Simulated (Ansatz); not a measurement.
One change: `CN[SiH](C)O` becomes `C[SiH](O)P`.

Ansatz, PBE0-D4/def2-TZVP geometries, multiplicity 1. Each molecule was computed in one conformer, which needn't be the lowest.

| property | `CN[SiH](C)O` |
| --- | --- |
| HOMO–LUMO gap (PBE0/def2-TZVPP) / eV | 7.66 |
| HOMO–LUMO gap (B3LYP/def2-TZVPP) / eV | 7.09 |
| size of the dipole moment (PBE/def2-TZVPP) / D | 1.72 |
| HOMO energy (ωB97M-V/def2-TZVPP) / eV | -9.11 |
| LUMO energy (ωB97M-V/def2-TZVPP) / eV | 2.32 |
| HOMO–LUMO gap (ωB97M-V/def2-TZVPP) / eV | 11.43 |

Problem. What does the change do to each property? (An estimate is asked.)

Solution. The calculation gave: 
```json
{"property": "HOMO–LUMO gap (PBE0/def2-TZVPP) / eV", "`C[SiH](O)P`": "7.77", "shift": "0.11"}
{"property": "HOMO–LUMO gap (B3LYP/def2-TZVPP) / eV", "`C[SiH](O)P`": "7.26", "shift": "0.17"}
{"property": "size of the dipole moment (PBE/def2-TZVPP) / D", "`C[SiH](O)P`": "1.64", "shift": "-0.08"}
{"property": "HOMO energy (ωB97M-V/def2-TZVPP) / eV", "`C[SiH](O)P`": "-9.41", "shift": "-0.30"}
{"property": "LUMO energy (ωB97M-V/def2-TZVPP) / eV", "`C[SiH](O)P`": "1.96", "shift": "-0.36"}
{"property": "HOMO–LUMO gap (ωB97M-V/def2-TZVPP) / eV", "`C[SiH](O)P`": "11.37", "shift": "-0.06"}
```

With PBE0 the HOMO falls by 0.55 eV and the LUMO falls by 0.45 eV, so the gap widens by about 0.10 eV. PBE moves the HOMO by -0.77 eV and ωB97M-V by -0.30 eV. Dipoles are sizes alone; their direction can turn.

B3LYP here is the variant with VWN-RPA as its local correlation; programs differ in this.
